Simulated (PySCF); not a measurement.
Species: C8H8.
Cartesian coordinates in Å at the GFN2-xTB level; atoms count from 1:
```xyz
16
C8H8 angstrom
C      4.3807   -0.6707    0.3139
C      3.3209   -0.3883   -0.1759
C      2.0870   -0.0572   -0.7748
C      0.9438   -0.0886   -0.1104
C      0.1576   -0.3145    1.0835
C     -0.4913    0.0705   -0.0110
C     -1.7486    0.4134   -0.6816
C     -2.9466    0.3075    0.2576
H      5.3046   -0.9154    0.7452
H      2.1136    0.2270   -1.8193
H      0.1426   -0.5941    2.1082
H     -1.8775   -0.2536   -1.5408
H     -1.6643    1.4306   -1.0785
H     -3.8615    0.5811   -0.2621
H     -2.8198    0.9715    1.1097
H     -3.0489   -0.7101    0.6273
```

NICS = −σ at a ghost point: NICS(0) at the centroid of the ring atoms, NICS(1) 1 Å to either side along the normal of their mean plane, zz for the tensor component along that normal. Level: GIAO PBE0/pcSseg-1 (PySCF, non-relativistic, gas phase) on the GFN2-xTB geometry, one conformer.

Ring bond lengths (Å), with Mayer bond orders in brackets: C4–C5 1.447 (0.93), C5–C6 1.329 (1.52), C6–C4 1.447 (0.94).

**Question.** What do the NICS probes read (ppm)?

**Answer.** 
```tsv
ring	type	NICS(0)	NICS(1), two faces	NICS(1)zz, two faces	rms pucker (Å)	centre to ring atoms, mean (Å)
C4–C5–C6	3-membered carbocycle; formal bonds 1 double, 2 single	-24.3	-9.2 / -9.2	-13.7 / -13.6	0.00	0.81
```

**Question.** What can be read from them?

**Answer.** 
- C4–C5–C6: mean NICS(1)zz -13.6 ppm, shielded. NICS(0) lies 15 ppm below the mean NICS(1).

**Question.** And the bond-length index? Use HOMA with the parameters of Krygowski (1993).

**Answer.** 
- C4–C5–C6: HOMA 0.10 = 1 − EN − GEO, with mean bond length 1.408 Å, EN = α(Ropt − mean)² = 0.102 and GEO = α × variance = 0.795.

**Question.** What is the mean of the two in-plane components of NICS at the second NICS(1) probe listed for ring C4–C5–C6, 1 Å off the ring?

**Answer.** The isotropic value is a third of the trace: (3 × -9.2 − (-13.6))/2 = -7.0 ppm.

**Question.** List the ring angles and the Hirshfeld charges of the ring atoms.

**Answer.** 
- C4–C5–C6: C4 54.7° (0.000 e), C5 62.7° (-0.019 e), C6 62.7° (+0.046 e); sum 180.0° against 180° for a flat convex ring.

**Question.** How shielded are the nuclei of the rings and their hydrogens (means over atoms taken as equivalent)?

**Answer.** 
| atoms | environment | σ isotropic (ppm) |
| --- | --- | --- |
| C4 | fully substituted alkene carbon | 50.6 |
| C5 | alkene CH carbon | 51.4 |
| C6 | fully substituted alkene carbon | 28.6 |
| H11 | vinylic hydrogen | 23.73 |

Hardware: one thread, Arm Neoverse N1 (aarch64), on a shared host. Cost: 39 s of wall time, 0.79 GiB resident at most. This is the whole shielding run at PBE0/pcSseg-1, SCF included.
